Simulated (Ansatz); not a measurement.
Species: GeSiH5, charge 0, doublet. GeSiH5 (SMILES [SiH3][GeH2], doublet).
B3LYP-D3(BJ)/def2-TZVP minimum from Ansatz (a program for electronic structure):
```xyz
7

Si    -1.5775     0.1540    -0.0007
Ge     0.7924    -0.1129    -0.0095
H     -2.1607    -0.7958     0.9746
H     -1.9888     1.5324     0.3687
H     -2.0969    -0.1529    -1.3533
H      1.5211     0.7702    -1.0488
H      1.4548     0.1019     1.3711
```
Charge 0, spin multiplicity 2.

Total energies in def2-SVP, 13 correlated electrons, 19 frozen orbitals. Radicals and triplets start from unrestricted determinants; spin-orbit coupling is neglected. Cores are frozen in correlated methods (noble-gas shells, and filled d and f shells in the p block). No relativity.

```
method    program  energy (Eh)  minus CCSDT(Q) (mEh)
--------  -------  -----------  --------------------
HF         Ansatz  -2366.81834                240.09
MP2        Ansatz  -2367.00635                 52.08
CCSD       Ansatz  -2367.05149                  6.94
CCSD(T)    Ansatz  -2367.05708                  1.35
CCSDT(Q)   Ansatz  -2367.05843                  0.00
```

Rough core times of Ansatz's runs on a shared machine: CCSD(T) under 20 s, CCSDT(Q) 5 min.
